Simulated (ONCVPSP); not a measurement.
u(r) = r·R(r): atom against pseudo-atom (Ar)

Columns: radius, all-electron u(r) and pseudo u(r) of the 3p shell (level -22.22 eV) of argon in the configuration [Ne] 3s2 3p5; LDA (Perdew-Wang 92), non-relativistic, ONCV scheme, ONCVPSP 4.0.1.

| r (bohr) | all-electron | pseudo |
| --- | --- | --- |
| 0.050 | -0.0930 | 0.0038 |
| 0.100 | -0.2419 | 0.0149 |
| 0.150 | -0.3550 | 0.0330 |
| 0.200 | -0.4099 | 0.0574 |
| 0.250 | -0.4095 | 0.0877 |
| 0.300 | -0.3643 | 0.1233 |
| 0.350 | -0.2881 | 0.1637 |
| 0.400 | -0.1913 | 0.2085 |
| 0.450 | -0.0836 | 0.2569 |
| 0.500 | 0.0283 | 0.3083 |
| 0.550 | 0.1392 | 0.3615 |
| 0.600 | 0.2455 | 0.4155 |
| 0.650 | 0.3447 | 0.4691 |
| 0.700 | 0.4352 | 0.5212 |
| 0.750 | 0.5163 | 0.5713 |
| 0.800 | 0.5878 | 0.6189 |
| 0.850 | 0.6495 | 0.6641 |
| 0.900 | 0.7017 | 0.7066 |
| 0.950 | 0.7451 | 0.7458 |
| 1.000 | 0.7800 | 0.7800 |
| 1.050 | 0.8072 | 0.8072 |
| 1.100 | 0.8273 | 0.8273 |
| 1.150 | 0.8411 | 0.8411 |
| 1.200 | 0.8492 | 0.8492 |
| 1.250 | 0.8523 | 0.8523 |
| 1.300 | 0.8509 | 0.8509 |

**Question.** How many radial nodes do the two functions have?

**Answer.** The all-electron 3p function has n − l − 1 = 1; the pseudo-wave has 0, since the states of the same l below it are removed with the core.

**Question.** At about which radius was the pseudo-wave matched?

**Answer.** 1.00 bohr, where the columns begin to agree (steps of 0.05 bohr).

**Question.** Is the pseudo-wave norm-conserving?

**Answer.** Yes: the ONCV scheme keeps the norm inside the radius equal to the all-electron one, which fixes the energy derivative of the logarithmic derivative at the level.
